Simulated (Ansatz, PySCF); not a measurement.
System: C2H2O, charge 0, multiplicity 1. SMILES: C1=CO1
Geometry: optimised at B3LYP-D3(BJ)/def2-TZVP (Ansatz, a program for electronic structure).

Property: atomisation energy (electronic, to ground-state atoms), in eV. Valence correlation only, unless marked. UHF or UKS for open shells. Spin-orbit coupling is left out. Non-relativistic. The coupled-cluster limit lacks core correlation, which all-electron functionals hold. CBS marks a two-point X^-3 extrapolation of the correlation energy; Hartree-Fock from the larger set.

```tsv
level	program	atomisation energy (eV)	minus last row
HF/cc-pVQZ	Ansatz	12.17	-7.45
TPSS/def2-TZVPD	PySCF	19.95	0.33
M06-L-D4/def2-TZVPD	PySCF + dftd4	19.85	0.23
B3LYP-D3(BJ)/def2-TZVPD	Ansatz + dftd3	19.68	0.06
PBE0/def2-TZVP	Ansatz	19.77	0.15
BHLYP-D4/def2-TZVPD	Ansatz + dftd4	18.33	-1.29
r2SCANh-D4/def2-TZVPD	Ansatz + dftd4	19.49	-0.13
PW6B95-D4/def2-TZVPD	PySCF + dftd4	19.82	0.20
HSE06-D3(BJ)/def2-TZVPD	Ansatz + dftd3	19.87	0.25
CAM-B3LYP-D3(BJ)/def2-TZVPD	Ansatz + dftd3	19.66	0.04
LC-wPBE/def2-TZVPD	Ansatz	19.67	0.05
MP2/cc-pVDZ	Ansatz	18.21	-1.41
MP2/cc-pVTZ	Ansatz	19.67	0.05
MP2/cc-pVQZ	Ansatz	20.11	0.49
SCS-MP2/cc-pVDZ	Ansatz	17.86	-1.76
SCS-MP2/aug-cc-pVTZ	Ansatz	19.56	-0.06
CCSD/6-31G	Ansatz	15.45	-4.17
CCSD/cc-pVQZ	Ansatz	18.73	-0.89
CCSD/CBS(cc-pVTZ,cc-pVQZ)	Ansatz	18.96	-0.66
CCSD(T)/aug-cc-pVTZ	Ansatz	19.13	-0.49
CCSD(T)/CBS(cc-pVTZ,cc-pVQZ)	Ansatz	19.62	0.00
```

The Hartree-Fock reference is unstable (checked in the largest basis), which strains HF and MP2.
